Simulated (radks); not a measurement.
Task: The table gives one normalised radial function P(r) = r R(r) (large component) of Gd4+ in [Xe] 4f6 (r in bohr). Method: Dirac Kohn-Sham, SOGGA, spin-unpolarised, spherical densities, finite nucleus; open shells are shared between the two j in proportion to 2j + 1; Fermi nuclear charge, rms radius 5.1569 fm; computed with a radial shooting solver on a logarithmic mesh with Libxc functionals.

| r | P |
|---|---|
| 0.001037 | 0.0007 |
| 0.00156 | 0.0015 |
| 0.002365 | 0.0034 |
| 0.003585 | 0.0073 |
| 0.005434 | 0.0155 |
| 0.008237 | 0.0317 |
| 0.01249 | 0.0619 |
| 0.01893 | 0.1119 |
| 0.02846 | 0.1778 |
| 0.04315 | 0.2314 |
| 0.06541 | 0.1931 |
| 0.09915 | -0.0171 |
| 0.1503 | -0.2941 |
| 0.2278 | -0.2403 |
| 0.3454 | 0.2778 |
| 0.5194 | 0.4680 |
| 0.7873 | -0.2335 |
| 1.193 | -0.9229 |
| 1.809 | -0.7503 |
| 2.743 | -0.2363 |
| 4.157 | -0.0237 |

Which n and l does it have? It may be an empty orbital.

Result: n = 5, l = 1: the number of nodes gives n - l - 1 = 3, the rise at small r points to l (this Dirac orbital starts outside the nucleus as r^gamma with gamma = sqrt((l + 1)^2 - (Z/c)^2) = 1.94; the j = 3/2 orbital of l + 1 starts with the same power, but with a smaller coefficient, and then steepens), and the extent must fit the shell. The curve is that of 5p3/2; the two j differ most near the nucleus, where j = l - 1/2 has the larger amplitude, and in heavy atoms j = l - 1/2 is also the more compact. 5p3/2: eigenvalue -65.585 eV, 3 radial nodes at r = 0.0967, 0.283, 0.708 bohr, <r> = 1.49 bohr, 90 % of the charge inside 2.15 bohr.
